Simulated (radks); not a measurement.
Question: The mean radii <r> (bohr) of the occupied orbitals of an atom or ion are listed with their occupations. Method: Dirac Kohn-Sham, XLYP, spin-unpolarised, spherical densities, finite nucleus; Fermi nuclear charge, rms radius of each element as measured or else 0.836 A^(1/3) + 0.57 fm; computed with a radial shooting solver on a logarithmic mesh with Libxc functionals.

orbital  occ.      <r>
1s1/2       2  0.02318
2s1/2       2  0.09845
2p1/2       2  0.08243
2p3/2       4  0.08895
3s1/2       2   0.2602
3p1/2       2   0.2498
3p3/2       4   0.2624
3d3/2       4   0.2339
3d5/2       6   0.2378
4s1/2       2   0.5929
4p1/2       2   0.6081
4p3/2       4   0.6368
4d3/2       4   0.6827
4d5/2       6   0.6930
5s1/2       2    1.442
5p1/2       2    1.633
5p3/2       4    1.730
6s1/2       2    4.371
4f5/2       5    1.066

Name the element and its charge. Open shells, if any, fill j = l - 1/2 first.

Answer: Z = 61, promethium, charge 0: Pm in [Xe] 4f5 6s2. The 1s radius gives Z: for a bare nucleus <r> = (2 gamma + 1)/(2Z) with gamma = sqrt(1 - (Z/c)^2), 0.02288 bohr for Z = 61, and screening makes it slightly larger (0.02318 here). The occupations add up to 61, and the charge is Z minus that.
